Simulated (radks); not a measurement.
Effect of the nuclear size on the tungsten ion W20+, [Kr] 4d10 4f8. All-electron calculation, Dirac Kohn-Sham, BLYP, spin-unpolarised, spherical densities, finite nucleus; open shells fill j = l - 1/2 first; Fermi nuclear charge, rms radius 5.3658 fm. Program: a radial shooting solver on a logarithmic mesh with Libxc functionals. The rms radius is varied about that value; shifts are against it.

rms radius (fm)  total energy shift (eV)  density at nucleus (e/bohr^3)  1s1/2 shift (meV)  2s1/2 shift (meV)  4s1/2 shift (meV)  4p1/2 shift (meV)  4f7/2 shift (meV)  5s1/2 (empty) shift (meV)  5p1/2 (empty) shift (meV)
4.7756                             -12.3                      1.482e+06              -4980               -702              -40.7             -0.632              0.803                      -11.9                     -0.249
4.9526                             -8.70                      1.464e+06              -3530               -497              -28.8             -0.448              0.568                      -8.44                     -0.176
5.3658                                 0                      1.424e+06              0.000              0.000              0.000              0.000              0.000                      0.000                      0.000
5.6502                              6.25                      1.398e+06               2530                357               20.7              0.324             -0.408                       6.07                      0.127
6.1599                              18.0                      1.357e+06               7290               1030               59.5              0.935              -1.17                       17.4                      0.366

Slopes of the eigenvalues against <r^2> in GHz/fm^2, as finite differences over the two radii next to the reference (eigenvalue slopes, not the field-shift constants of lines): 1s1/2 198000, 2s1/2 27900, 4s1/2 1620, 4p1/2 25.2, 4f7/2 -31.9, 5s1/2 (empty) 474, 5p1/2 (empty) 9.91.
